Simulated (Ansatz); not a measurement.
Input (CCSDT(Q)/cc-pV(D+d)Z; Ansatz, a first-principles code): A basis named .json is the Basis Set Exchange file of that set.

Ansatz 0.2 input:
```yaml
crystal:
  periodic: [false, false, false]
  atoms:
    - {symbol: B, position_ang: [-0.62210366, -0.16875979, -0.57848311]}
    - {symbol: O, position_ang: [-1.05676121, 1.03941504, -0.95552936]}
    - {symbol: H, position_ang: [-1.77590497, 1.03837065, -1.59728408]}
    - {symbol: P, position_ang: [0.69148391, -0.49021427, 0.77399416]}
    - {symbol: H, position_ang: [1.67249272, 0.45268208, 0.36471390]}
    - {symbol: H, position_ang: [1.29576170, -1.60936018, 0.15930835]}
basis:
  gaussian:
    orbitals: cc-pV_D+d_Z.json
magnetization: {spin_polarized: true, initial_magnetization: 1}
correlation: {method: ccsdt_q, electrons: outside_noble_gas}
```

Output:

```
Functional definition: HF
integrals: 0.09 GiB planned
1233 factors; integrals over basis functions are off by at most 2.4e-7 eV
mean field: 0.27 GiB planned
mean field evaluation 1: about -12025.5587 eV, gradient 2.1e1 eV
mean field evaluation 2: about -12025.6224 eV, gradient 2.1e1 eV
mean field evaluation 4: about -12028.1286 eV, gradient 2.8e0 eV
mean field evaluation 8: about -12028.2846 eV, gradient 2.2e-1 eV
mean field evaluation 16: about -12028.2861 eV, gradient 2.3e-6 eV
mean field evaluation 32: about -12025.4881 eV, gradient 5.0e-1 eV
mean field evaluation 64: about -12025.4736 eV, gradient 1.4e-2 eV
mean field -12028.28613118 eV, -442.0313622557 hartree, gradient 2.3e-6 eV, S^2 0.755565; 1 other end points of the search recorded, 0 dependent functions left out
determinant -12028.28613118 eV, -442.0313622557 hartree, with singles and doubles -12039.38027730 eV, -442.4390646058 hartree
determinant -12025.47357588 eV, -441.9280027548 hartree, with singles and doubles -12036.66470285 eV, -442.3392690854 hartree
7 core orbitals not correlated
reference -12028.28613118 eV, -442.0313622557 hartree; 9, 8 occupied and 50, 51 virtual orbitals, 1233 factors
second order -10.12882431 eV of doubles, -0.00000000 eV of singles
coupled cluster: 3.13 GiB planned
cycle   1  -10.68055072 eV  change   -5.5e-1 eV  update   1.0e-1
cycle   2  -11.16374982 eV  change   -4.8e-1 eV  update   4.6e-2
cycle   3  -11.46244913 eV  change   -3.0e-1 eV  update   2.7e-2
cycle   4  -11.44800850 eV  change    1.4e-2 eV  update   8.7e-3
cycle   5  -11.43890314 eV  change    9.1e-3 eV  update   5.0e-3
cycle   6  -11.44261257 eV  change   -3.7e-3 eV  update   2.2e-3
cycle   7  -11.44362949 eV  change   -1.0e-3 eV  update   1.2e-3
cycle   8  -11.44330134 eV  change    3.3e-4 eV  update   6.2e-4
cycle   9  -11.44357274 eV  change   -2.7e-4 eV  update   3.6e-4
cycle  10  -11.44362494 eV  change   -5.2e-5 eV  update   1.7e-4
cycle  11  -11.44346952 eV  change    1.6e-4 eV  update   1.1e-4
cycle  12  -11.44351693 eV  change   -4.7e-5 eV  update   6.5e-5
cycle  13  -11.44354109 eV  change   -2.4e-5 eV  update   3.1e-5
cycle  14  -11.44356451 eV  change   -2.3e-5 eV  update   1.7e-5
cycle  15  -11.44358609 eV  change   -2.2e-5 eV  update   8.8e-6
cycle  16  -11.44358649 eV  change   -3.9e-7 eV  update   4.9e-6
cycle  17  -11.44358493 eV  change    1.6e-6 eV  update   2.8e-6
cycle  18  -11.44358430 eV  change    6.2e-7 eV  update   1.6e-6
perturbative correction -0.02666197 eV, -0.0009798093 hartree
Total energy: -12039.75637745 eV, -442.4528860314 hartree
```
